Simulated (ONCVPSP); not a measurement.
**Li, ONCV: configuration errors across variants**

```json
{
  "Element": "lithium (Li)",
  "Generator": "ONCVPSP 4.0.1",
  "Type": "optimised norm-conserving Vanderbilt (ONCV)",
  "Functional": "PBE",
  "Relativity": "scalar-relativistic",
  "Frozen core": "none",
  "Valence charge": "3",
  "Reference configuration": "1s2 2s1",
  "Partial waves": "1s+2s: rc 1.30 bohr, ncon 5, nbas 10, qcut 9.4 1/bohr, 2 projectors; p scattering state at 0.24 Ha: rc 1.30 bohr, ncon 3, nbas 8, qcut 7.4 1/bohr, 2 projectors, debl 0.4 Ha; d scattering state at 0.31 Ha: rc 1.25 bohr, ncon 4, nbas 8, qcut 8.9 1/bohr, 2 projectors, debl 1.9 Ha",
  "Local potential": "polynomial inside 0.85 bohr (lpopt 5, dvloc0 0 Ha)",
  "Core correction": "none"
}
```

All-electron excitation energies from the reference (eV): (1) 1s2 2s0 5.296; (2) 1s2 2s0.5 2.049; (3) 1s2 2s0 2p1 1.787; (4) 1s1 2s1 68.407.

2 further variants failed, have other tests or another functional or relativity, and are left out.

Errors AE − PS in meV (a dash: test not solved or not reliable):

| change | (1) | (2) | (3) | (4) | bound ghosts | GHOST(+) flags above zero |
| --- | --- | --- | --- | --- | --- | --- |
| base | +0.4 | +0.1 | +0.5 | +1148 | none | none |
| s: rc 1.52 | +0.4 | +0.1 | +0.6 | +1540 | none | none |
| d: qcut 10.7 | +0.4 | +0.1 | +0.5 | +1148 | none | none |
| all radii scaled by about 1.34 (s 1.74, p 1.74, d 1.68 bohr); local potential polynomial inside 1.14 bohr (lpopt 5, dvloc0 0 Ha) | +0.2 | 0.0 | +0.4 | +1793 | none | none |
| s: qcut 9.2; p: qcut 7.3; d: qcut 8.8 | +0.4 | +0.1 | +0.5 | +1181 | none | none |
| p: rc 1.25, qcut 7.7 | +0.4 | +0.1 | +0.5 | +1148 | none | none |
| s: rc 1.54 | +0.4 | +0.1 | +0.6 | +1576 | none | none |
| local potential polynomial inside 0.85 bohr (lpopt 5, dvloc0 6.5 Ha) | +0.4 | +0.1 | +0.5 | +1146 | none | none |

Question: Give the same row for: p: rc 1.25, qcut 7.7, nproj 0; local potential the p channel.

Answer: +0.4, +0.1, +0.5, +1146; bound ghosts: none; GHOST(+) flags above zero: none.
